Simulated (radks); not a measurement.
Lu IV, 68 electrons, occupied as [Xe] 4f14. Method: Dirac Kohn-Sham, PBEsol, spin-unpolarised, spherical densities, point nucleus; computed with a radial shooting solver on a logarithmic mesh with Libxc functionals.

X-ray form factor f0, the Fourier transform of the density (f0(0) = 68):

| sin(theta)/lambda (1/angstrom) | f0 (electrons) |
|---|---|
| 0.05 | 67.419 |
| 0.1 | 65.758 |
| 0.15 | 63.230 |
| 0.2 | 60.124 |
| 0.25 | 56.730 |
| 0.3 | 53.285 |
| 0.4 | 46.830 |
| 0.5 | 41.306 |
| 0.6 | 36.666 |
| 0.8 | 29.340 |
| 1 | 23.995 |
| 1.25 | 19.538 |
| 1.5 | 16.775 |
| 2 | 13.266 |
